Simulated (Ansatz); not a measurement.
Calculated with Ansatz (gas phase, PBE0-D4/def2-TZVP geometries, no zero-point term in ΔE). CCSD(T)/CBS is the MP2 limit (def2-TZVPP, def2-QZVPP) plus CCSD(T) − MP2 in def2-TZVPP, frozen cores. This one scheme is used for every species. DFT in def2-TZVPP. B3LYP here is the variant with VWN-RPA as its local correlation; programs differ in this. Elements past krypton have def2 core potentials. For Sn outer-core shells are correlated without core-valence functions, which leaves a few kJ/mol of doubt a bond.

`C#[C][SnH]([Cl])[Cl]` → `[Cl][Sn][Cl]` + `C#C`  (stannylene formation by 1,1-elimination)

```json
{"level": "B3LYP-D4", "ΔE (kJ/mol)": "-58.1"}
{"level": "BHLYP-D4", "ΔE (kJ/mol)": "-36.4"}
{"level": "B2PLYP", "ΔE (kJ/mol)": "-48.7"}
{"level": "B3LYP", "ΔE (kJ/mol)": "-70.7"}
{"level": "CCSD/def2-SVP", "ΔE (kJ/mol)": "-22.0"}
{"level": "CCSD(T)/def2-SVP", "ΔE (kJ/mol)": "-20.2"}
{"level": "CCSD(T)/def2-TZVPP", "ΔE (kJ/mol)": "-16.4"}
{"level": "CCSD/CBS(def2)", "ΔE (kJ/mol)": "-29.2"}
```

**Question.** What does CCSD(T)/CBS give? (Best estimate.)

**Answer.** The calculation gave: -25.2 kJ/mol. The listed levels differ from it by -32.9, -11.2, -23.5, -45.5, 3.2, 5.0, 8.8, -4.0 kJ/mol.

Largest T1 diagnostic among the species: 0.014.

The D4 term adds +12.6 kJ/mol with B3LYP and +7.2 kJ/mol with PBE0; it sums over pairs of atoms, weighted by their polarisabilities, and B3LYP, whose exchange is more repulsive, gets the larger term. At CCSD(T), def2-SVP lies +5.0 kJ/mol from the extrapolated value and def2-TZVPP +8.8 kJ/mol. From r2SCAN to r2SCAN0 (25 % exact exchange), in def2-TZVPP and without D4, ΔE moves by +8.2 kJ/mol.
